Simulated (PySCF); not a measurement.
Cl2FH5Si3, SMILES F[SiH2][SiH2][SiH](Cl)Cl.

The structure is a stationary point at B3LYP-D3(BJ)/def2-SVP. This is a generated structure with no PubChem entry under its InChIKey; it may be hypothetical. One conformer was computed; it need not be the lowest.

Vertical ionisation energy (IE) and electron affinity (EA) in eV. Rows of orbital energies are one-electron estimates. Where ΔSCF, EOM or ADC give a negative EA the extra electron is unbound and the value depends on the basis.

```json
[
 {"level": "−ε(HOMO), −ε(LUMO), PBE0/def2-TZVP (PySCF)", "IE": "8.19", "EA": "1.28"},
 {"level": "−ε(HOMO), −ε(LUMO), PBE/def2-TZVP (PySCF)", "IE": "7.02", "EA": "2.10"}
]
```
